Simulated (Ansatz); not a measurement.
```yaml
crystal:
  periodic: [false, false, false]
  atoms:
    - {symbol: Mo, position_ang: [0.001742, 0.003493, 0.425463]}
    - {symbol: N, position_ang: [0.009003, 0.022313, 2.486425]}
    - {symbol: N, position_ang: [2.366955, -0.039168, -0.205086]}
    - {symbol: H, position_ang: [3.350220, -0.048113, 0.613415]}
    - {symbol: H, position_ang: [2.802944, -0.055334, -1.410759]}
    - {symbol: N, position_ang: [-1.152335, 2.067186, -0.209666]}
    - {symbol: H, position_ang: [-1.371438, 2.441873, -1.416133]}
    - {symbol: H, position_ang: [-1.625620, 2.930827, 0.607018]}
    - {symbol: N, position_ang: [-1.216664, -2.033623, -0.173981]}
    - {symbol: H, position_ang: [-1.448627, -2.421330, -1.373932]}
    - {symbol: H, position_ang: [-1.716179, -2.868125, 0.657236]}
basis:
  gaussian: {orbitals: def2-mTZVP}
hamiltonian: {xc: {name: HSE06}}
scf: {omitted_lower_state_checks: [starts]}
output: {forces: true}
```

```sh
$ ansatz run in.yaml --threads 2 --pin off --events-out ev --progress --plain --max-ram 4352MiB
```

Shortened log:

```
Functional definition: HSE06
1214 factors; integrals over basis functions are off by at most 1.1e-3 eV
145 factors; integrals over basis functions are off by at most 4.1e-7 eV
mean field evaluation 1: about -7847.9845 eV, gradient 1.5e2 eV
mean field evaluation 2: about -7391.0507 eV, gradient 4.2e2 eV
mean field evaluation 4: about -7880.2827 eV, gradient 7.9e1 eV
mean field evaluation 8: about -7895.7740 eV, gradient 1.3e1 eV
mean field evaluation 16: about -7896.2812 eV, gradient 4.7e-2 eV
mean field -7896.28119103 eV, -290.1829814788 hartree, gradient 1.1e-5 eV, S^2 0.000000; 0 other end points of the search recorded, 0 dependent functions left out
reference -7896.28126259 eV, -290.1829841085 hartree; 24, 24 occupied and 103, 103 virtual orbitals, 1214 factors
Total energy: -7896.28126259 eV, -290.1829841085 hartree
Atom 0 at     0.001742     0.003493     0.425463 Å, force     0.021665     0.065859     6.837124 eV/Å
Atom 1 at     0.009003     0.022313     2.486425 Å, force    -0.034880    -0.094266   -10.179979 eV/Å
Atom 2 at     2.366955    -0.039168    -0.205086 Å, force     1.572352    -0.026470    -0.401777 eV/Å
Atom 3 at     3.350220    -0.048113     0.613415 Å, force    -4.114291     0.036751    -3.589735 eV/Å
Atom 4 at     2.802944    -0.055334    -1.410759 Å, force    -1.684913     0.065865     5.121962 eV/Å
Atom 5 at    -1.152335     2.067186    -0.209666 Å, force    -0.766492     1.371984    -0.405041 eV/Å
Atom 6 at    -1.371438     2.441873    -1.416133 Å, force     0.849570    -1.445509     5.124913 eV/Å
Atom 7 at    -1.625620     2.930827     0.607018 Å, force     1.979481    -3.614758    -3.582055 eV/Å
Atom 8 at    -1.216664    -2.033623    -0.173981 Å, force    -0.810785    -1.353093    -0.382356 eV/Å
Atom 9 at    -1.448627    -2.421330    -1.373932 Å, force     0.899724     1.503246     5.099794 eV/Å
Atom 10 at    -1.716179    -2.868125     0.657236 Å, force     2.088569     3.490392    -3.642850 eV/Å
Dipole moment:    -0.002704    -0.006092    -0.713409 e Å
Checks for a lower state left out: starts
```

Hardware: 2 threads of Intel Xeon 6975P-C on a shared host. Wall time 2.9 s.

In the def2 sets Mo takes a core potential; there is no spin–orbit coupling. HSE06 is defined as in plane-wave codes, on full-range PBE exchange. The restricted singlet is unstable towards broken spin symmetry in Hartree–Fock (as tested in another run); at RKS HSE06/def2-mTZVP this wasn't settled.
